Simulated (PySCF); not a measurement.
PySCF input file for W(O)(S)(OH)(SH) (H₂O₂S₂W), SMILES [OH][W]([SH])(=[O])=[S], multiplicity 1, TDA-PBE0/def2-SVPD. Geometry: B3LYP-D3(BJ)/def2-SVP. The spin state was assumed, not searched. The structure was generated by enumeration; whether it is a known compound was not checked. The def2 effective core potentials stand for the cores of W; spin–orbit coupling is left out. One conformer was computed; it need not be the lowest.

```python
import numpy as np
from pyscf import gto, scf, dft, tdscf

mol = gto.M(
    atom='''
    W     0.09915956    0.18489368   -0.07169904
    O     0.62058303    1.50798174    0.87718625
    S     1.35190695   -1.52830635    0.25260205
    O     0.06905252    0.70210428   -1.88547263
    H     0.32019713    0.18348740   -2.66241512
    S    -2.02059986   -0.49168490    0.69427498
    H    -2.47600287    0.77355244    0.88440267
    ''',
    basis='def2-SVPD',
    ecp={'W': 'def2-svp'},
    charge=0,
    spin=0,
    max_memory=1600,
    verbose=4,
)
mf = dft.RKS(mol, xc='pbe0').density_fit(auxbasis='def2-universal-jkfit')
mf.grids.level = 3
mf.conv_tol = 1e-9
mf.max_cycle = 100
mf.kernel()
mf.grids = dft.Grids(mol).set(level=1).build(with_non0tab=True)  # coarser grid for the response kernel
td = tdscf.TDA(mf)
td.singlet = True
td.nstates = 10
td.conv_tol = 1e-4
td.positive_eig_threshold = 1e-6
td.kernel(x0=td.get_init_guess(mf, 15))
td.analyze()
tt = tdscf.TDA(mf)
tt.singlet = False
tt.nstates = 4
tt.conv_tol = 1e-4
tt.positive_eig_threshold = 1e-6
tt.kernel(x0=tt.get_init_guess(mf, 9))
tt.analyze(verbose=3)
```

Log of the run:

```
PySCF version 2.14.0

[INPUT] verbose = 4
[INPUT] num. atoms = 7
[INPUT] num. electrons = 64
[INPUT] charge = 0
[INPUT] spin (= nelec alpha-beta = 2S) = 0
[INPUT] symmetry False subgroup None
[INPUT] Mole.unit = angstrom
[INPUT] Symbol           X                Y                Z      unit          X                Y                Z       unit  Magmom
[INPUT]  1 W      0.099159560000   0.184893680000  -0.071699040000 AA    0.187384411032   0.349398417363  -0.135491548994 Bohr   0.0
[INPUT]  2 O      0.620583030000   1.507981740000   0.877186250000 AA    1.172731964253   2.849672489445   1.657641772734 Bohr   0.0
[INPUT]  3 S      1.351906950000  -1.528306350000   0.252602050000 AA    2.554733881396  -2.888080435934   0.477348693004 Bohr   0.0
[INPUT]  4 O      0.069052520000   0.702104280000  -1.885472630000 AA    0.130490351011   1.326784800085  -3.563026886063 Bohr   0.0
[INPUT]  5 H      0.320197130000   0.183487400000  -2.662415120000 AA    0.605084881572   0.346740933309  -5.031235406701 Bohr   0.0
[INPUT]  6 S     -2.020599860000  -0.491684900000   0.694274980000 AA   -3.818380342735  -0.929149800584   1.311989567338 Bohr   0.0
[INPUT]  7 H     -2.476002870000   0.773552440000   0.884402670000 AA   -4.678967307937   1.461802254589   1.671278830134 Bohr   0.0

nuclear repulsion = 328.552316367438
number of shells = 61
number of NR pGTOs = 236
number of NR cGTOs = 151
basis = def2-SVPD
ecp = {'W': 'def2-svp'}


******** <class 'pyscf.df.df_jk.DFRKS'> ********
method = DFRKS
initial guess = minao
damping factor = 0
level_shift factor = 0
DIIS = <class 'pyscf.scf.diis.CDIIS'>
diis_start_cycle = 1
diis_space = 8
diis_damp = 0
SCF conv_tol = 1e-09
SCF conv_tol_grad = None
SCF max_cycles = 100
direct_scf = False
XC library pyscf.dft.libxc version 7.1.2
    S. Lehtola, C. Steigemann, M. J. T. Oliveira, and M. A. L. Marques,  SoftwareX 7, 1–5 (2018)
XC functionals = pbe0
    C. Adamo and V. Barone,  J. Chem. Phys. 110, 6158 (1999)
    M. Ernzerhof and G. E. Scuseria,  J. Chem. Phys. 110, 5029 (1999)
radial grids:
    Treutler-Ahlrichs [JCP 102, 346 (1995); DOI:10.1063/1.469408] (M4) radial grids

becke partition: Becke, JCP 88, 2547 (1988); DOI:10.1063/1.454033
pruning grids: <function nwchem_prune>
grids dens level: 3
symmetrized grids: False
atomic radii adjust function: <function treutler_atomic_radii_adjust>
small_rho_cutoff = 0
Set gradient conv threshold to 3.16228e-05
Initial guess from minao.
tot grids = 109848
******** <class 'pyscf.df.df.DF'> ********
auxbasis = def2-universal-jkfit
init E= -1001.97699454582
  HOMO = -0.490019957122484  LUMO = -0.34089241482283  gap/eV = 4.05797
cycle= 1 E= -1014.1871454431  delta_E= -12.2  |g|= 1.25  |ddm|= 7.77
  HOMO = -0.161290178028093  LUMO = -0.107426870793318  gap/eV = 1.46570
cycle= 2 E= -1010.68226308165  delta_E=  3.5  |g|= 4.05  |ddm|= 3.76
  HOMO = -0.233181214903557  LUMO = -0.0588284523557987  gap/eV = 4.74438
cycle= 3 E= -1014.40290547218  delta_E= -3.72  |g|= 0.685  |ddm|= 3.11
  HOMO = -0.292023661028104  LUMO = -0.119669144091496  gap/eV = 4.69001
cycle= 4 E= -1014.48838219684  delta_E= -0.0855  |g|= 0.353  |ddm|= 0.957
  HOMO = -0.309959196476865  LUMO = -0.123415816455685  gap/eV = 5.07610
cycle= 5 E= -1014.50899050002  delta_E= -0.0206  |g|= 0.138  |ddm|= 0.363
  HOMO = -0.294285948941716  LUMO = -0.115473172154991  gap/eV = 4.86574
cycle= 6 E= -1014.51311187565  delta_E= -0.00412  |g|= 0.052  |ddm|= 0.195
  HOMO = -0.295636416271926  LUMO = -0.112847408256125  gap/eV = 4.97394
cycle= 7 E= -1014.51367588355  delta_E= -0.000564  |g|= 0.0258  |ddm|= 0.0728
  HOMO = -0.29569625166203  LUMO = -0.113433038410818  gap/eV = 4.95963
cycle= 8 E= -1014.51384591834  delta_E= -0.00017  |g|= 0.00708  |ddm|= 0.0268
  HOMO = -0.29540605733266  LUMO = -0.113219849329802  gap/eV = 4.95754
cycle= 9 E= -1014.51385738084  delta_E= -1.15e-05  |g|= 0.00229  |ddm|= 0.00882
  HOMO = -0.295679479443665  LUMO = -0.113387257329679  gap/eV = 4.96042
cycle= 10 E= -1014.51385853565  delta_E= -1.15e-06  |g|= 0.000922  |ddm|= 0.00389
  HOMO = -0.295604894134964  LUMO = -0.113342326351202  gap/eV = 4.95962
cycle= 11 E= -1014.51385875891  delta_E= -2.23e-07  |g|= 6.25e-05  |ddm|= 0.00126
  HOMO = -0.295606742099776  LUMO = -0.11334482978925  gap/eV = 4.95960
cycle= 12 E= -1014.51385876015  delta_E= -1.24e-09  |g|= 1.49e-05  |ddm|= 0.000106
  HOMO = -0.295607506275871  LUMO = -0.113345803183457  gap/eV = 4.95959
cycle= 13 E= -1014.51385876031  delta_E= -1.56e-10  |g|= 6.09e-06  |ddm|= 4.52e-05
  HOMO = -0.295607467974596  LUMO = -0.113345390093012  gap/eV = 4.95960
Extra cycle  E= -1014.51385876032  delta_E= -1.43e-11  |g|= 7.31e-06  |ddm|= 1.97e-05
converged SCF energy = -1014.51385876032
tot grids = 36872
Overwritten attributes  positive_eig_threshold  of <class 'pyscf.tdscf.rks.TDA'>


******** <class 'pyscf.tdscf.rks.TDA'> for <class 'pyscf.df.df_jk.DFRKS'> ********
nstates = 10 singlet
deg_eia_thresh = 1.000e-03
wfnsym = None
conv_tol = 0.0001
eigh lindep = 1e-12
eigh level_shift = 0
eigh max_cycle = 100


Excitation energies (eV)
[3.30851449 3.80764847 4.08032979 4.28185505 4.67281666 4.81545527
 4.98559592 5.09452452 5.34367635 5.41385086]

** Singlet excitation energies and oscillator strengths **
Excited State   1:      3.30851 eV    374.74 nm  f=0.0008
      31 -> 33       -0.16228
      32 -> 33        0.67347
      32 -> 34       -0.11837
Excited State   2:      3.80765 eV    325.62 nm  f=0.0026
      31 -> 33       -0.46430
      32 -> 34        0.52532
Excited State   3:      4.08033 eV    303.86 nm  f=0.0191
      30 -> 33        0.31966
      30 -> 34       -0.15461
      31 -> 33        0.43124
      32 -> 33        0.15382
      32 -> 34        0.38523
Excited State   4:      4.28186 eV    289.56 nm  f=0.0248
      30 -> 33       -0.22423
      30 -> 34       -0.26015
      31 -> 34        0.60098
Excited State   5:      4.67282 eV    265.33 nm  f=0.0095
      29 -> 33       -0.29428
      29 -> 34       -0.18382
      30 -> 33       -0.44445
      30 -> 34       -0.17931
      31 -> 34       -0.23248
      32 -> 34        0.12566
      32 -> 35       -0.14073
      32 -> 37       -0.10279
Excited State   6:      4.81546 eV    257.47 nm  f=0.0129
      29 -> 33       -0.56083
      29 -> 34        0.12554
      30 -> 34        0.36355
      31 -> 34        0.13675
Excited State   7:      4.98560 eV    248.68 nm  f=0.0176
      29 -> 33       -0.21765
      30 -> 33        0.10760
      30 -> 34       -0.27920
      31 -> 34       -0.10157
      31 -> 35        0.11830
      32 -> 35        0.54987
Excited State   8:      5.09452 eV    243.37 nm  f=0.0304
      29 -> 33        0.14492
      29 -> 34       -0.20455
      30 -> 33       -0.18586
      30 -> 34        0.29987
      31 -> 33        0.11055
      31 -> 35       -0.24527
      32 -> 34        0.10049
      32 -> 35        0.37149
      32 -> 36        0.13667
      32 -> 37       -0.17503
Excited State   9:      5.34368 eV    232.02 nm  f=0.0125
      27 -> 33        0.10575
      28 -> 33        0.11137
      28 -> 34       -0.13390
      29 -> 34       -0.40250
      30 -> 34        0.13680
      31 -> 35        0.46940
      32 -> 37        0.10831
Excited State  10:      5.41385 eV    229.01 nm  f=0.0122
      28 -> 33        0.38808
      29 -> 34       -0.32293
      31 -> 35       -0.37186
      32 -> 35       -0.11541
      32 -> 37        0.13920

** Transition electric dipole moments (AU) **
state          X           Y           Z        Dip. S.      Osc.
  1        -0.0896      0.0193      0.0306      0.0093      0.0008
  2         0.1356      0.0456     -0.0864      0.0279      0.0026
  3        -0.3576      0.2211      0.1207      0.1913      0.0191
  4        -0.3474     -0.1544      0.3036      0.2367      0.0248
  5        -0.1211      0.2523     -0.0680      0.0829      0.0095
  6        -0.2584     -0.1098      0.1755      0.1096      0.0129
  7         0.3760     -0.0099     -0.0500      0.1439      0.0176
  8        -0.4277      0.2219      0.1067      0.2436      0.0304
  9        -0.2729     -0.0895      0.1133      0.0953      0.0125
 10         0.2502     -0.1682     -0.0285      0.0917      0.0122

WARN: ECP detected. Skipping calculation of transition velocity and magnetic dipole moments, which have not yet been implemented.



******** <class 'pyscf.tdscf.rks.TDA'> for <class 'pyscf.df.df_jk.DFRKS'> ********
nstates = 4 triplet
deg_eia_thresh = 1.000e-03
wfnsym = None
conv_tol = 0.0001
eigh lindep = 1e-12
eigh level_shift = 0
eigh max_cycle = 100


Excitation energies (eV)
[2.89690218 3.07789323 3.47273507 3.69910324]

** Triplet excitation energies and oscillator strengths **
Excited State   1:      2.89690 eV    427.99 nm  f=0.0000
Excited State   2:      3.07789 eV    402.82 nm  f=0.0000
Excited State   3:      3.47274 eV    357.02 nm  f=0.0000
Excited State   4:      3.69910 eV    335.17 nm  f=0.0000
```

The calculation finished and met its thresholds.

Cost: very roughly 2.4 core-minutes.
